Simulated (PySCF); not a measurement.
**Mayer bond orders and bond lengths**

Species: C₂H₁₂AlNOSi.
SMILES with atom numbers: `[CH3:1][O:2][Al@@H-:3]([NH3+:4])[CH2:5][SiH3:6]` (hydrogens: H7, H8, H9 on C1; H10 on Al3; H11, H12, H13 on N4; H14, H15 on C5; H16, H17, H18 on Si6)

Structure used (PBE0-D3(BJ)/def2-SVP), in Å, numbered top down from 1:
```
atom  x, y, z in Å
C1    -2.185   -1.879   -0.480
O2    -1.721   -0.642   -0.076
Al3   -0.550    0.480   -0.705
N4    -0.607    1.603    1.004
C5     1.304   -0.214   -0.858
Si6    2.443    0.296    0.515
H7    -2.838   -2.324    0.293
H8    -1.369   -2.609   -0.663
H9    -2.785   -1.829   -1.412
H10   -1.050    1.545   -1.794
H11    0.167    2.253    1.148
H12   -0.633    0.957    1.796
H13   -1.476    2.138    1.023
H14    1.744    0.104   -1.819
H15    1.258   -1.319   -0.870
H16    3.854   -0.201    0.428
H17    2.526    1.798    0.611
H18    1.907   -0.152    1.848
```

Bond orders from the PBE0/pcSseg-1 density (PySCF). The structure is a single PBE0-D3(BJ)/def2-SVP conformer in the gas phase; no vibrational or solvent corrections.

(1) How far do the computed orders between heavy atoms stray from the drawn ones?

(2) Give the Mayer order of every bond, beside its length.

(3) Sum the orders of all bonds at each heavy atom with more than one neighbour and set the sums beside the valence in the SMILES.

Results:

(1) The largest departure is 0.627, at Al3–N4 (drawn single, 0.373). Drawn single, order below 0.88: O2–Al3 (0.839), Al3–N4 (0.373) and Al3–C5 (0.713). The SMILES, with its formal charges, is one Lewis structure only.

(2) 
```csv
bond,drawn as,length (Å),Mayer order
C1–O2,single,1.382,0.956
O2–Al3,single,1.740,0.839
Al3–N4,single,2.045,0.373
Al3–C5,single,1.985,0.713
C5–Si6,single,1.856,1.008
C1–H7,single,1.106,0.969
C1–H8,single,1.110,0.961
C1–H9,single,1.109,0.963
Al3–H10,single,1.604,0.867
N4–H11,single,1.021,0.932
N4–H12,single,1.022,0.934
N4–H13,single,1.021,0.938
C5–H14,single,1.104,0.939
C5–H15,single,1.105,0.939
Si6–H16,single,1.498,0.943
Si6–H17,single,1.507,0.921
Si6–H18,single,1.505,0.930
```

(3) C1 3.849 (drawn 4), O2 1.795 (drawn 2), Al3 2.792 (drawn 4), N4 3.177 (drawn 4), C5 3.599 (drawn 4), Si6 3.802 (drawn 4). Orders between atoms that aren't bonded are not in these sums.

Mayer orders depend on the basis set.

The run behind these numbers computed NMR shieldings as well. Time: 23 s wall. Hardware: an Arm Neoverse V1 with one thread, on a shared host.
